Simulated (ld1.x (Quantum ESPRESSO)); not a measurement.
# selenium (Se): variants of one PAW potential

Base potential:

selenium, PAW, made with ld1.x (Quantum ESPRESSO) 7.5 (PBE, fully relativistic). Core [Ne], reference 3s2 3p6 3d10 4s2 4p4. Waves: 3s (bound): rcut 0.75, rcutus 1.00 bohr; 4s (bound): rcut 0.75, rcutus 1.00 bohr; 3p (bound): rcut 0.95, rcutus 1.15 bohr; 4p (bound): rcut 0.95, rcutus 1.15 bohr; 3d (bound): rcut 0.70, rcutus 0.75 bohr; 3d channel at -3.3 Ry: rcut 0.70, rcutus 0.75 bohr. Local part: all-electron potential smoothed inside 0.65 bohr (lloc = -1). Core correction: Bessel-smoothed model core inside 0.50 bohr. Augmentation charge: GAUSS, radius 0.80 bohr.

Open shells are filled in proportion to 2j + 1 (rel_dist='average').

Cutoffs, loose and tight: the cutoffs (Ry, on a coarse ladder) from which the occupation-weighted sum of valence levels, in a spherical-Bessel basis at the reference potential, stays within 10 and 1 mRy of its value at 400 Ry. They do not see the model core or the augmentation charge, which bear on the density cutoff. Test errors are all-electron minus pseudo excitation energies from the reference, over the configurations 3s2 3p6 3d10 4s2 4p3; 3s2 3p6 3d10 4s2 4p2; 3s2 3p6 3d10 4s2 4p1; 3s1 3p6 3d10 4s2 4p4; 3s2 3p6 3d9 4s2 4p5; 3s2 3p6 3d10 4s2 4p4.3; 3s2 3p6 3d10 4s1 4p4. A dash means not determined; rows that change the core or the reference have their own tests. The largest error is taken over the tests solved by every variant that gives reliable tests at all: 3s2 3p6 3d10 4s2 4p1; 3s2 3p6 3d10 4s2 4p2; 3s2 3p6 3d10 4s2 4p3.

Cutoffs are not given where the Bessel-basis levels miss the radial ones by over 6 mRy, ghosts where they miss by over 20 mRy; a channel whose overlap is not positive is not tested.

```tsv
change	outcome	bound ghosts	largest test error (meV)
base	generated	not determined	-11
waves 3d (bound): rcut 0.54, rcutus 0.58 bohr; 3d channel at -3.3 Ry: rcut 0.54, rcutus 0.58 bohr	generated	not determined	-22
waves 3d (bound): rcut 0.60, rcutus 0.64 bohr; 3d channel at -3.3 Ry: rcut 0.60, rcutus 0.64 bohr	generated	not determined	-16
waves 3d (bound): rcut 0.66, rcutus 0.70 bohr; 3d channel at -3.3 Ry: rcut 0.66, rcutus 0.70 bohr	generated	not determined	-6.9
waves 3d (bound): rcut 0.70, rcutus 0.82 bohr; 3d channel at -3.3 Ry: rcut 0.70, rcutus 0.82 bohr	generated	not determined	-7.6
waves 3d (bound): rcut 0.70, rcutus 0.88 bohr; 3d channel at -3.3 Ry: rcut 0.70, rcutus 0.88 bohr	generated	not determined	-12
waves 3d (bound): rcut 0.70, rcutus 0.98 bohr; 3d channel at -3.3 Ry: rcut 0.70, rcutus 0.98 bohr	generated	not determined	-16
waves 3d (bound): rcut 0.70, rcutus 1.14 bohr; 3d channel at -3.3 Ry: rcut 0.70, rcutus 1.14 bohr	generated	not determined	-22
```

What comes out with this change to the base: waves 3d (bound): rcut 0.70, rcutus 1.04 bohr; 3d channel at -3.3 Ry: rcut 0.70, rcutus 1.04 bohr?

outcome: generated; bound ghosts: not determined; largest test error (meV): -19.

What comes out with this change to the base: waves 3d (bound): rcut 0.48, rcutus 0.50 bohr; 3d channel at -3.3 Ry: rcut 0.48, rcutus 0.50 bohr?

outcome: generated; bound ghosts: not determined; largest test error (meV): +5.7.
